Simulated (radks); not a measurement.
Problem. These are the eigenvalues of the occupied orbitals of an atom or ion with whole-number occupations (eV). Method: Dirac Kohn-Sham, PBEsol, spin-unpolarised, spherical densities, finite nucleus; Fermi nuclear charge, rms radius of each element as measured or else 0.836 A^(1/3) + 0.57 fm; computed with a radial shooting solver on a logarithmic mesh with Libxc functionals.

orbital  eigenvalue
1s1/2     -17819.72
2s1/2     -2481.303
2p1/2     -2273.101
2p3/2     -2187.329
3s1/2     -418.5462
3p1/2     -341.0463
3p3/2     -327.3831
3d3/2     -190.6055
3d5/2     -188.1086
4s1/2      -68.9002
4p1/2      -48.0831
4p3/2      -46.2941
4d3/2      -17.3585
4d5/2      -17.2019

Which element is it, and in what charge state? The configuration may be excited. Open shells, if any, are shared by 2j + 1.

Solution. Z = 40, zirconium, charge +2: Zr2+ in [Kr] 4d2. The list shows which subshells hold electrons but not how many an open one holds; the 1s level, -654.86 hartree, gives Z - s = 36.2 by -(Z - s)^2/2, which with screening and relativity narrows Z to a few neighbours, and the depths of the outer levels then fix element, charge and occupations together.
